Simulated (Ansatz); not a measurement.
Start from `[AlH2][C@@H]1O[Si@H]1Cl` and change one atom or group (the configuration at a centre changes too) to get `CS[C@H]1O[Si@@H]1Cl`.

Ansatz, PBE0-D4/def2-TZVP geometries, multiplicity 1. Each molecule was computed in one conformer, which needn't be the lowest.

```csv
property,`[AlH2][C@@H]1O[Si@H]1Cl`
size of the dipole moment (PBE/def2-TZVPP) / D,1.13
HOMO–LUMO gap (PBE/def2-TZVPP) / eV,3.78
LUMO energy (PBE/def2-TZVPP) / eV,-2.42
HOMO–LUMO gap (ωB97M-V/def2-TZVPP) / eV,9.66
size of the dipole moment (ωB97M-V/def2-TZVPP) / D,1.36
LUMO energy (ωB97M-V/def2-TZVPP) / eV,-0.03
```

Question: What does the change do to each property? (Estimate.)

Answer: Ansatz gave: 
```csv
property,`CS[C@H]1O[Si@@H]1Cl`,shift
size of the dipole moment (PBE/def2-TZVPP) / D,0.65,-0.48
HOMO–LUMO gap (PBE/def2-TZVPP) / eV,4.34,0.56
LUMO energy (PBE/def2-TZVPP) / eV,-1.28,1.14
HOMO–LUMO gap (ωB97M-V/def2-TZVPP) / eV,10.38,0.72
size of the dipole moment (ωB97M-V/def2-TZVPP) / D,0.63,-0.73
LUMO energy (ωB97M-V/def2-TZVPP) / eV,1.36,1.39
```

With PBE0 the HOMO rises by 0.67 eV and the LUMO rises by 1.22 eV, so the gap widens by about 0.55 eV. PBE moves the HOMO by 0.58 eV and ωB97M-V by 0.67 eV. Dipoles are sizes alone; their direction can turn.

Positive LUMOs are unbound, so they and the gaps depend on the basis.
